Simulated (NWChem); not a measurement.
The numbers come from NWChem runs, not from measurements. System: H$_{6}$PSi$_{2}$, charge 1, spin multiplicity 1, at the geometry of a parent with another charge or spin, in a state set for the comparison that need not be this species' ground state. Level: RHF/def2-TZVP.

Input file:

```
start mol
memory heap 200 mb stack 900 mb global 1100 mb
charge 1
geometry units angstroms nocenter noautoz
  Si    -0.022580     1.661098     0.427292
  P      0.000000     0.000000    -1.106722
  Si     0.022580    -1.661098     0.427292
  H      0.272958     2.961551    -0.243844
  H     -1.380275     1.732998     1.053762
  H      0.986826     1.427913     1.508412
  H      1.380275    -1.732998     1.053762
  H     -0.272958    -2.961551    -0.243844
  H     -0.986826    -1.427913     1.508412
  symmetry group C2
end
basis spherical
  * library def2-tzvp
end
scf
  rhf
  nopen 0
  maxiter 100
  thresh 1e-7
  semidirect memsize 60000000 filesize 0
end
task scf energy
```

Part of the output:

```
             Northwest Computational Chemistry Package (NWChem) 7.3.0
             --------------------------------------------------------

                                NWChem Input Module
                                -------------------

 Scaling coordinates for geometry "geometry" by  1.889725989
 (inverse scale =  0.529177249)

 Turning off AUTOSYM since
 SYMMETRY directive was detected!

                             Geometry "geometry" -> ""
                             -------------------------

 Output coordinates in angstroms (scale by  1.889725989 to convert to a.u.)

  No.       Tag          Charge          X              Y              Z
 ---- ---------------- ---------- -------------- -------------- --------------
    1 Si                  14.0000    -0.02258000     1.66109800     0.42729200
    2 P                   15.0000     0.00000000     0.00000000    -1.10672200
    3 Si                  14.0000     0.02258000    -1.66109800     0.42729200
    4 H                    1.0000     0.27295800     2.96155100    -0.24384400
    5 H                    1.0000    -1.38027500     1.73299800     1.05376200
    6 H                    1.0000     0.98682600     1.42791300     1.50841200
    7 H                    1.0000     1.38027500    -1.73299800     1.05376200
    8 H                    1.0000    -0.27295800    -2.96155100    -0.24384400
    9 H                    1.0000    -0.98682600    -1.42791300     1.50841200

 Effective nuclear repulsion energy (a.u.)     188.4506473778

            Nuclear Dipole moment (a.u.)
            ----------------------------
        X                 Y               Z
 ---------------- ---------------- ----------------
     0.0000000000     0.0000000000     0.0000113384

      Symmetry information
      --------------------

 Group name             C2
 Group number              4
 Group order               2
 No. of unique centers     5

      Symmetry unique atoms

     1    2    4    5    6


 Summary of "ao basis" -> "" (spherical)
 ------------------------------------------------------------------------------
       Tag                 Description            Shells   Functions and Types
 ---------------- ------------------------------  ------  ---------------------
 *                         def2-tzvp                  on all atoms

 Summary of "ao basis" -> "ao basis" (spherical)
 ------------------------------------------------------------------------------
       Tag                 Description            Shells   Functions and Types
 ---------------- ------------------------------  ------  ---------------------
 Si                        def2-tzvp                13       37   5s5p2d1f
 P                         def2-tzvp                13       37   5s5p2d1f
 H                         def2-tzvp                 4        6   3s1p

                                 NWChem SCF Module
                                 -----------------

  ao basis        = "ao basis"
  functions       =   147
  atoms           =     9
  closed shells   =    24
  open shells     =     0
  charge          =   1.00
  wavefunction    = RHF
  use symmetry    = T
  symmetry adapt  = T

 Summary of "ao basis" -> "ao basis" (spherical)
 ------------------------------------------------------------------------------
       Tag                 Description            Shells   Functions and Types
 ---------------- ------------------------------  ------  ---------------------
 Si                        def2-tzvp                13       37   5s5p2d1f
[...]
       -----------------------------------------------

  Numbering of irreducible representations:

     1 a           2 b

  Orbital symmetries:

     1 a           2 b           3 a           4 a           5 a
     6 b           7 b           8 b           9 a          10 a
    11 b          12 a          13 b          14 a          15 b
    16 a          17 b          18 a          19 a          20 b
    21 b          22 a          23 b          24 a          25 b
    26 a          27 b          28 a          29 a          30 a
    31 b          32 b          33 b          34 a

             Final eigenvalues
             -----------------

              1
    1  -80.2440
    2  -68.9808
    3  -68.9808
    4   -7.7871
    5   -6.3312
    6   -6.3312
    7   -5.6791
    8   -5.6770
    9   -5.6768
   10   -4.4378
   11   -4.4378
   12   -4.4368
   13   -4.4368
   14   -4.4365
   15   -4.4365
   16   -1.0747
   17   -0.9083
   18   -0.8595
   19   -0.6891
   20   -0.6854
   21   -0.6766
   22   -0.6628
   23   -0.6339
   24   -0.6130
   25   -0.2761
   26   -0.0685
   27   -0.0674
   28   -0.0511
   29   -0.0438
   30   -0.0070
   31   -0.0025
   32    0.0115
   33    0.0427
   34    0.0581

                       ROHF Final Molecular Orbital Analysis
                       -------------------------------------

 Vector   22  Occ=2.000000D+00  E=-6.628418D-01  Symmetry=a
              MO Center=  7.0D-15,  6.3D-14,  9.1D-01, r^2= 4.9D+00
   Bfn.  Coefficient  Atom+Function         Bfn.  Coefficient  Atom+Function
  ----- ------------  ---------------      ----- ------------  ---------------
    15      0.248243  1 Si px                89     -0.248243  3 Si px
   119     -0.181355  5 H  s                131     -0.181355  7 H  s

 Vector   23  Occ=2.000000D+00  E=-6.338735D-01  Symmetry=b
              MO Center= -1.9D-14,  2.9D-14, -2.4D-01, r^2= 5.8D+00
   Bfn.  Coefficient  Atom+Function         Bfn.  Coefficient  Atom+Function
  ----- ------------  ---------------      ----- ------------  ---------------
    53      0.315610  2 P  py                16     -0.223035  1 Si py
    90     -0.223035  3 Si py               113     -0.174363  4 H  s
   137      0.174363  8 H  s

 Vector   24  Occ=2.000000D+00  E=-6.129959D-01  Symmetry=a
              MO Center=  9.8D-15,  2.1D-14, -5.7D-01, r^2= 3.7D+00
   Bfn.  Coefficient  Atom+Function         Bfn.  Coefficient  Atom+Function
  ----- ------------  ---------------      ----- ------------  ---------------
    54      0.438013  2 P  pz                57      0.222753  2 P  pz
    41     -0.206049  2 P  s                 51      0.172527  2 P  pz
    42     -0.165326  2 P  s                 17     -0.163720  1 Si pz
    91     -0.163720  3 Si pz

 Vector   25  Occ=0.000000D+00  E=-2.761450D-01  Symmetry=b
              MO Center= -2.9D-14, -2.1D-14, -8.5D-01, r^2= 2.8D+00
   Bfn.  Coefficient  Atom+Function         Bfn.  Coefficient  Atom+Function
  ----- ------------  ---------------      ----- ------------  ---------------
    52      0.445200  2 P  px                55      0.441646  2 P  px
    49      0.170781  2 P  px                43     -0.154163  2 P  px

 Vector   26  Occ=0.000000D+00  E=-6.847325D-02  Symmetry=a
              MO Center=  5.5D-15,  2.6D-13,  6.8D-02, r^2= 8.5D+00
   Bfn.  Coefficient  Atom+Function         Bfn.  Coefficient  Atom+Function
  ----- ------------  ---------------      ----- ------------  ---------------
    42      1.567672  2 P  s                 20      0.760118  1 Si pz
    94      0.760118  3 Si pz                57      0.675408  2 P  pz
    19      0.569169  1 Si py                93     -0.569169  3 Si py
     5     -0.445843  1 Si s                 79     -0.445843  3 Si s
    54      0.222640  2 P  pz               120     -0.206303  5 H  s

 Vector   27  Occ=0.000000D+00  E=-6.739413D-02  Symmetry=b
              MO Center=  2.5D-13, -3.2D-13, -2.7D-01, r^2= 6.9D+00
   Bfn.  Coefficient  Atom+Function         Bfn.  Coefficient  Atom+Function
  ----- ------------  ---------------      ----- ------------  ---------------
     5      1.300927  1 Si s                 79     -1.300927  3 Si s
    56     -1.149526  2 P  py                19     -0.762980  1 Si py
    93     -0.762980  3 Si py               126     -0.399655  6 H  s
   144      0.399655  9 H  s                 53     -0.227180  2 P  py
   120     -0.218183  5 H  s                132      0.218183  7 H  s

 center of mass
 --------------
 x =   0.00000000 y =  -0.00000000 z =  -0.11580813

 moments of inertia (a.u.)
 ------------------
         846.275988126670           8.750865408699           0.000000000000
           8.750865408699         216.872541303839           0.000000000000
           0.000000000000           0.000000000000         672.125745891601

  Mulliken analysis of the total density
  --------------------------------------

    Atom       Charge   Shell Charges
 -----------   ------   -------------------------------------------------------
    1 Si  14    13.85   2.00  0.58  1.39  0.83  0.46  4.12  1.73  0.51  1.55  0.35  0.12  0.17  0.02
    2 P   15    14.66   2.01  0.54  1.43  1.14  0.74  4.16  1.70  0.61  1.68  0.54  0.03  0.08  0.00
    3 Si  14    13.85   2.00  0.58  1.39  0.83  0.46  4.12  1.73  0.51  1.55  0.35  0.12  0.17  0.02
    4 H    1     0.95   0.23  0.54  0.16  0.01
    5 H    1     0.93   0.23  0.54  0.15  0.01
    6 H    1     0.94   0.23  0.54  0.16  0.01
    7 H    1     0.93   0.23  0.54  0.15  0.01
    8 H    1     0.95   0.23  0.54  0.16  0.01
    9 H    1     0.94   0.23  0.54  0.16  0.01

       Multipole analysis of the density wrt the origin
       ------------------------------------------------

     L   x y z        total         open         nuclear
     -   - - -        -----         ----         -------
     0   0 0 0      1.000000      0.000000     49.000000

     1   1 0 0      0.000000      0.000000      0.000000
     1   0 1 0      0.000000      0.000000      0.000000
     1   0 0 1     -0.380642      0.000000      0.000011

     2   2 0 0    -27.366542      0.000000     21.145191
     2   1 1 0     -0.267849      0.000000     -4.996915
     2   1 0 1     -0.000000      0.000000      0.000000
     2   0 2 0    -23.055914      0.000000    374.550751
     2   0 1 1     -0.000000      0.000000      0.000000
     2   0 0 2    -27.516109      0.000000    108.471302

 Task  times  cpu:        8.6s     wall:        8.6s

 Total times  cpu:        8.6s     wall:        8.6s
```
